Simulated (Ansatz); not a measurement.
Cartesian coordinates in Å:
```
C -0.721 0.460 1.143
N 0.032 -0.001 -0.001
C -0.818 -0.425 -1.091
Al 1.784 -0.041 -0.061
Cl 2.764 -0.730 -1.767
Cl 2.907 0.601 1.574
H -1.375 -0.331 1.534
H -1.360 1.315 0.881
H -0.055 0.775 1.949
H -1.460 0.395 -1.437
H -0.223 -0.768 -1.940
H -1.475 -1.251 -0.784
```

The species carries charge 0 and has multiplicity 1.

(1) List the CAM-B3LYP/def2-TZVPP orbital energies in eV (the Gaussian-basis code of Ansatz). (Best estimate.)

Answers

(1) The calculation gave: Occupied: -2764.22, -2764.22, -1527.52, -391.42, -279.54, -279.54, -259.02, -259.02, -198.03, -198.03, -197.95, -197.95, -197.93, -197.93, -115.50, -76.20, -76.11, -76.03, -26.85, -24.55, -24.25, -21.67, -19.08, -15.40, -14.52, -14.32, -13.41, -12.65, -12.18, -11.98, -11.41, -11.23, -10.98, -10.77, -10.50, -8.22. Lowest empty: 0.44, 0.73, 1.98, 2.55, 3.13, 3.89, 3.99, 4.02.
